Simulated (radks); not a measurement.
Valence configurations of Au3+ (all share [Xe]). Method: Dirac Kohn-Sham, PBE, spin-unpolarised, spherical densities, finite nucleus; open shells are shared between the two j in proportion to 2j + 1; Fermi nuclear charge, rms radius 5.4371 fm; computed with a radial shooting solver on a logarithmic mesh with Libxc functionals. Energies are relative to 4f14 5d8; eigenvalues in eV.

4f14 5d8: E (eV) 0.000; e(4f5/2) -119.59; e(4f7/2) -115.77; e(5d3/2) -41.720; e(5d5/2) -39.870
4f13.5 5d8 6p0.5: E (eV) 48.751; e(4f5/2) -128.55; e(4f7/2) -124.68; e(5d3/2) -44.873; e(5d5/2) -42.896; e(6p1/2) -26.407
4f13.5 5d8.5: E (eV) 39.671; e(4f5/2) -125.61; e(4f7/2) -121.73; e(5d3/2) -42.647; e(5d5/2) -40.724
4f13.5 5d7 6s1 6p0.5: E (eV) 58.446; e(4f5/2) -132.98; e(4f7/2) -129.10; e(5d3/2) -47.951; e(5d5/2) -45.884; e(6p1/2) -27.610
4f13.5 5d8 6s0.5: E (eV) 43.857; e(4f5/2) -127.77; e(4f7/2) -123.89; e(5d3/2) -44.168; e(5d5/2) -42.201
4f14 5d7 6s0.5 6p0.5: E (eV) 13.025; e(4f5/2) -124.65; e(4f7/2) -120.84; e(5d3/2) -45.409; e(5d5/2) -43.461; e(6p1/2) -26.829
4f13 5d8 6s1: E (eV) 91.329; e(4f5/2) -136.14; e(4f7/2) -132.20; e(5d3/2) -46.691; e(5d5/2) -44.604
4f14 5d7 6s1: E (eV) 8.065; e(4f5/2) -123.87; e(4f7/2) -120.05; e(5d3/2) -44.715; e(5d5/2) -42.777
4f14 5d7.5 6s0.5: E (eV) 3.857; e(4f5/2) -121.71; e(4f7/2) -117.89; e(5d3/2) -43.209; e(5d5/2) -41.315
4f13 5d7.5 6s1.5: E (eV) 96.605; e(4f5/2) -138.41; e(4f7/2) -134.47; e(5d3/2) -48.272; e(5d5/2) -46.139

NIST lists [Xe] 4f14 5d8 as the ground configuration; this level of theory agrees among the configurations tried. The energies are those of spherical spin-averaged densities, not of single terms.
